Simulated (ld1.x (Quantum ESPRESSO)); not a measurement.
## Building the ultrasoft potential for sulfur (PW91, scalar-relativistic).

ld1.x (Quantum ESPRESSO) 7.5 input, shortened:

```
&input
   title='S', zed=16., rel=1, dft='PW91', iswitch=3,
   config='[Ne] 3s2 3p4 3d-2'
 /
 &inputp
   pseudotype=3, tm=.true., lloc=-2, rcloc=0.95,
   nlcc=.true., new_core_ps=.true., rcore=1.15
 /
6
3S  1  0   2.00   0.00  1.05  1.25  0.0
3S  1  0   0.00  -0.85  1.05  1.25  0.0
3P  2  1   4.00   0.00  1.45  1.75  0.0
3P  2  1   0.00   0.50  1.45  1.75  0.0
3D  3  2  -2.00   0.50  1.20  1.65  0.0
3D  3  2  -2.00   3.00  1.20  1.65  0.0
 &test
   configts(1)='3s2 3p4'
 /
```

* Cutoffs needed: 25 Ry and 40 Ry (the cutoffs (Ry, on a coarse ladder) from which the occupation-weighted sum of valence levels, in a spherical-Bessel basis at the reference potential, stays within 10 and 1 mRy of its value at 400 Ry)
* Ghost test: no extra level below or beside the all-electron valence levels (s, p, d, f tested) (spherical-Bessel basis up to 400 Ry, 20 bohr box)
* Largest excitation error: +53 meV (all-electron minus pseudo) for 3s2 3p1, out of 7 test configurations
* Lowest eigenvalue of the overlap operator: 0.41 (s channel)
